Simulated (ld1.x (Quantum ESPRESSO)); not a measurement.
## How hard is this magnesium (Mg) ultrasoft potential?

```json
{"Element": "Mg", "Generator": "ld1.x (Quantum ESPRESSO) 7.5", "Type": "ultrasoft", "Functional": "PBEsol", "Relativity": "scalar-relativistic", "Frozen core": "[He] 2s2", "Valence charge": "8", "Reference configuration": "2p6 3s2 3p0", "Partial waves": "3s (bound): rcut 2.20, rcutus 2.60 bohr; 3s channel at 4.05 Ry: rcut 2.20, rcutus 2.60 bohr; 2p (bound): rcut 1.05, rcutus 1.25 bohr; 3p (bound, empty): rcut 1.05, rcutus 1.25 bohr; 3d channel at 0.5 Ry: rcut 1.85, rcutus 2.05 bohr", "Local potential": "all-electron potential smoothed inside 1.75 bohr (lloc = -1)", "Core correction": "a·sin(br)/r model core inside 0.90 bohr", "Augmentation charge": "PSQ, radius 0.85 bohr"}
```

The pseudo-atom Hamiltonian at the reference potential is diagonalised in spherical Bessel functions j_l(qr) that vanish at 20 bohr, with q² up to the cutoff. All-electron valence levels (Ry): 3s -0.3439, 2p -3.4214, 3p -0.0959.

Task: How do the lowest levels (Ry) of each channel move with the cutoff, and are there ghosts?

Result:

```
cutoff (Ry)     s #1    s #2     p #1     p #2    d #1    f #1    f #2  Σ f·Δε (mRy)
          8  -0.3439  0.0040  -1.7874  -0.0353  0.0548  0.1085  0.2320        9804.3
         18  -0.3439  0.0040  -3.1059  -0.0690  0.0548  0.1085  0.2320        1893.6
         30  -0.3439  0.0040  -3.3774  -0.0794  0.0548  0.1085  0.2320         264.5
         50  -0.3439  0.0040  -3.4200  -0.0866  0.0548  0.1085  0.2320           8.9
         70  -0.3439  0.0040  -3.4209  -0.0938  0.0548  0.1085  0.2320           3.3
        110  -0.3439  0.0040  -3.4214  -0.0958  0.0548  0.1085  0.2320           0.4
        400  -0.3439  0.0040  -3.4215  -0.0959  0.0548  0.1085  0.2320           0.0
```

Result: no extra level below or beside the all-electron valence levels (s, p, d, f tested); 10 mRy is reached at 50 Ry and 1 mRy at 90 Ry.

Test run stopped at test 1 of 7 (negative rho).
